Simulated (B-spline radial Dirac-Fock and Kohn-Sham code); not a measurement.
# Successive ionisation energies of sulfur: Dirac-Fock against NIST

Calculated with an atomic code on a B-spline grid, using relaxed Dirac-Fock hole states (ΔSCF) with Breit and QED corrections and a finite nucleus. Each value is the difference of the configuration-average energies of two neighbouring ions in their tabulated ground configurations. Correlation energy is missing from these numbers. NIST's values refer to the lowest levels; many for high charge states are themselves semi-empirical or theoretical. Where a p, d or f shell is open in either ion the computed value averages over both j values and all terms, while the table refers to the lowest levels; that difference holds spin-orbit splitting (largest in heavy or highly charged ions), term energies where several electrons share open shells, and correlation, and it can reach 10 % or more.

```csv
ion,configuration,computed (eV),NIST (eV),kind,NIST − computed (eV)
S,[Ne] 3s2 3p4,10.68,10.36001,measured,-0.32
S⁺,[Ne] 3s2 3p3,21.32,23.33788,measured,+2.01
S²⁺,[Ne] 3s2 3p2,33.30,34.86 ± 0.04,semi-empirical,+1.56
S³⁺,[Ne] 3s2 3p1,46.46,47.222 ± 0.012,semi-empirical,+0.76
S⁴⁺,[Ne] 3s2,70.80,72.5945,measured,+1.80
S⁵⁺,[Ne] 3s1,87.57,88.0529,measured,+0.49
S⁶⁺,[He] 2s2 2p6,279.8,280.954 ± 0.007,measured,+1.17
S⁷⁺,[He] 2s2 2p5,330.7,328.794 ± 0.007,measured,-1.94
```

Question: Where in this range is the largest relative jump, and why?

Answer: From S⁵⁺ (87.57 eV) to S⁶⁺ (279.8 eV), a factor of 3.20. The configuration goes from [Ne] 3s1 to [He] 2s2 2p6, so the next electron comes out of a deeper subshell.
